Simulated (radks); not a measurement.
The numbers below are computed, except where a source is named.
Fe6+, configuration [He] 2s2 2p5 3s2 3p6 3d3 (not the ground configuration). Level of theory: scalar-relativistic Kohn-Sham, PBE, spin-polarised, spherical densities, finite nucleus; open shells are filled with parallel spins first; Fermi nuclear charge, rms radius 3.7377 fm (a radial shooting solver on a logarithmic mesh with Libxc functionals). Some entries of the table are withheld. Estimate them.

orbital  occ.  eigenvalue (eV)  <r^2> (bohr^2)  <1/r> (bohr^-1)
1s up       1        -7188.405        0.004592            25.98
1s down     1        -7184.585        0.004587            25.99
2s up       1        -978.9542         0.08182            5.641
2s down     1        -969.8584         0.08187            5.638
2p up       3        -863.5750         0.06553              (1)
2p down     2        -853.9910         0.06562              (2)
3s up       1              (3)          0.6515            1.886
3s down     1              (4)          0.6610            1.869
3p up       3        -174.1540          0.6882            1.782
3p down     3        -168.9533          0.7025            1.763
3d up       3        -118.0069          0.7256            1.595
3d down     0        -112.6131          0.7597            1.565

Answer. 
(1) 2p up <1/r> (bohr^-1): 5.536
(2) 2p down <1/r> (bohr^-1): 5.534
(3) 3s up eigenvalue (eV): -209.1537
(4) 3s down eigenvalue (eV): -203.9705
